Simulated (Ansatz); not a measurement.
Reaction (redistribution): `P[SiH2]C1CC1` + `C[SeH]` → `[SiH3]C1CC1` + `C[Se]P`

Program: Ansatz. Geometries: PBE0-D4/def2-TZVP. ΔE: electronic, gas phase. CCSD(T)/CBS is the MP2 limit (def2-TZVPP, def2-QZVPP) plus CCSD(T) − MP2 in def2-TZVPP, frozen cores. DFT in def2-TZVPP. HSE06 is defined as in plane-wave codes. For Se outer-core shells are correlated without core-valence functions, which leaves a few kJ/mol of doubt a bond. Scalar relativity is left out up to krypton. Each species was taken in one conformer, which may not be the lowest.

`P[SiH2]C1CC1`:

Cartesian coordinates in Å:
```
P 2.645 -1.248 0.378
Si 0.440 -1.032 0.803
C -0.519 -0.092 -0.474
C -0.532 1.415 -0.432
C -1.766 0.659 -0.076
H 2.431 -1.721 -0.946
H 2.786 0.104 -0.037
H 0.308 -0.302 2.097
H -0.098 -2.409 0.981
H -0.537 -0.527 -1.469
H -0.509 1.943 -1.377
H 0.010 1.909 0.366
H -2.067 0.637 0.965
H -2.591 0.665 -0.778
```

`C[SeH]`:

Cartesian coordinates in Å:
```
C 0.337 0.429 0.016
Se -0.930 -0.852 0.759
H 1.231 -0.079 -0.338
H 0.603 1.097 0.835
H -0.124 1.005 -0.782
H -1.117 -1.600 -0.490
```

`[SiH3]C1CC1`:

Z-matrix (Å, degrees):
```
Si
C 1 1.853
H 1 1.489 2 111.5
H 1 1.489 2 111.6 3 121.0
H 1 1.490 2 108.2 3 -119.5
C 2 1.509 1 119.9 3 154.3
C 2 1.509 1 119.9 3 84.9
H 2 1.086 1 116.0 3 -60.4
H 6 1.083 2 117.5 1 142.5
H 6 1.084 2 118.2 1 -1.0
H 7 1.083 2 117.5 1 -142.5
H 7 1.084 2 118.2 1 1.0
```

`C[Se]P`:

Cartesian coordinates in Å:
```
C -0.817 1.136 -0.413
Se 0.536 -0.142 -1.000
P 0.702 -1.266 0.945
H -0.434 1.744 0.403
H -1.723 0.615 -0.112
H -1.027 1.769 -1.275
H 0.645 -2.579 0.411
H 2.118 -1.278 1.041
```

```csv
level,ΔE (kcal/mol)
HSE06,0.8
CCSD/def2-TZVPP,1.2
```

(1) What does CCSD(T)/CBS give? (An estimate is asked.)

(2) What do rigid-rotor, harmonic-oscillator terms from PBE0-D4/def2-TZVP frequencies (298.15 K, 1 bar) make of the CCSD(T)/CBS value? (Estimate.)

Largest T1 diagnostic among the species: 0.011.

## Answers

(1) The calculation gave: +0.5 kcal/mol. The listed levels differ from it by 0.3, 0.7 kcal/mol.

(2) Computed: ΔZPE = +0.4 kcal/mol, ΔH = +0.8 kcal/mol, ΔS = 3 J/(mol·K), ΔG = +0.6 kcal/mol.

At CCSD(T), def2-SVP lies +1.7 kcal/mol from the extrapolated value and def2-TZVPP +0.7 kcal/mol. Leaving LDA and LC-ωPBE aside and taking each functional with its dispersion term where it has one, the values, not all of them listed here, spread over 2.5 kcal/mol, from BLYP-D4 to B97M-V. LDA lies +1.0 kcal/mol from PBE without D4. In def2-TZVPP, CCSD(T) changes the Hartree–Fock value by +2.3 kcal/mol (the triples alone add +0.1 kcal/mol) and MP2 by +1.5 kcal/mol.

CCSD(T)/CBS has its own doubt, a few kJ/mol and more with outer-core shells, so smaller differences from it don't rank the levels.
